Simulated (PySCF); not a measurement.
TDDFT excited states: C3H9F3Si2

Compound: C3H9F3Si2.
InChI=1S/C3H9F3Si2/c1-2(7,8)3(4,5)6/h1,7-8H3

Computed with TDDFT PBE0/def2-SVPD, vertical, gas phase, core orbitals frozen in the response (PySCF). Geometry: GFN2-xTB; no solvent, vibrations or thermal averaging. Torsions of this conformer, `[CH3:1][C:2]([SiH3:3])([SiH3:4])[C:5]([F:6])([F:7])[F:8]`: C1–C2–C5–F6 -60°.

Task: List the vertical singlet excitations with oscillator strengths and describe the spectrum.

Result: 

| state | λ (nm) | E (eV) | f | \|μ\| (D) | symmetry | main configurations (H = HOMO, L = LUMO) |
| --- | --- | --- | --- | --- | --- | --- |
| S1 | 159.9 | 7.76 | 0.056 | 1.38 | A″ | H→L (98%) |
| S2 | 154.6 | 8.02 | 0.053 | 1.32 | A″ | H→L+1 (81%), H→L+2 (14%) |
| S3 | 148.4 | 8.36 | 0.172 | 2.33 | A″ | H→L+2 (83%), H→L+1 (12%) |
| S4 | 146.9 | 8.44 | 0.0086 | 0.52 | A′ | H-1→L (70%), H→L+3 (18%) |
| S5 | 144.2 | 8.60 | 0.020 | 0.78 | A′ | H→L+3 (33%), H-1→L (23%), H-1→L+1 (19%) |
| S6 | 143.8 | 8.62 | 0.0058 | 0.42 | A″ | H→L+4 (86%) |
| S7 | 142.5 | 8.70 | 0.0013 | 0.20 | – | H-1→L+1 (53%), H→L+5 (26%) |
| S8 | 142.0 | 8.73 | 0.018 | 0.74 | A″ | H-2→L (75%) |

Triplets (Tamm–Dancoff): T1 7.30 eV, H→L (86%); T2 7.61 eV, H→L+1 (77%), H→L+2 (12%); T3 7.83 eV, H-1→L (53%), H→L+3 (30%).

The lowest singlet comes at 160 nm (748 kJ/mol) in the vacuum ultraviolet; it is of moderate strength; its leading configuration is HOMO→LUMO (98%). The most intense listed level is S3 at 8.36 eV (148 nm, f = 0.172), 0.60 eV above S1. Löwdin shares by element: HOMO carbon 43% or more, silicon 28% (atoms not listed hold the other 29%); LUMO silicon 41%, hydrogen 13% or more (atoms not listed hold the other 46%). The listed states span 0.98 eV, and the widest gap between neighbours is 0.33 eV (S2 to S3). The oscillator strengths of these states sum to 0.335; summed over the whole spectrum of an exact calculation they would give the number of electrons, 82 (Thomas–Reiche–Kuhn). Orbital energies (eV): HOMO-3 -10.00, HOMO-2 -9.90, HOMO-1 -9.51, HOMO -8.82, LUMO 0.10, LUMO+1 0.40, LUMO+2 0.61. Symmetry labels in Cs follow from the direction of the transition dipole and are given only for states with f of 0.002 or more. Only the lowest 8 singlets were computed, as vertical energies without vibronic structure.

On an Arm Neoverse V1 with one thread, shared host with 32 logical CPUs at a one-minute load of 27, this took 70 s wall and 0.95 GiB of memory at its peak.
